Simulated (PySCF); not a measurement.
F6S.

```xyz
7

F      0.0000    -1.5937     0.0000
S      0.0000     0.0000     0.0000
F      1.5937     0.0000     0.0000
F      0.0000     0.0000     1.5937
F     -1.5937     0.0000     0.0000
F      0.0000     0.0000    -1.5937
F      0.0000     1.5937     0.0000
```
Charge 0, spin multiplicity 1.

Coordinates come from a TPSSh-D3(BJ)/def2-SVP optimisation.

Level of theory: PySCF with B3LYP/pcSseg-1. Non-relativistic, no solvent.

Computed absolute GIAO shielding of each atom: isotropic value and principal components (ppm):
| atom | σ(iso) | σ11 | σ22 | σ33 | span |
|---|---|---|---|---|---|
| F1 | 62.9 | -87.9 | -87.9 | 364.6 | 452.5 |
| S2 | 257.8 | 257.8 | 257.8 | 257.8 | 0.0 |
| F3 | 62.9 | -87.9 | -87.9 | 364.6 | 452.5 |
| F4 | 62.9 | -87.9 | -87.9 | 364.6 | 452.5 |
| F5 | 62.9 | -87.9 | -87.9 | 364.6 | 452.5 |
| F6 | 62.9 | -87.9 | -87.9 | 364.6 | 452.5 |
| F7 | 62.9 | -87.9 | -87.9 | 364.6 | 452.5 |
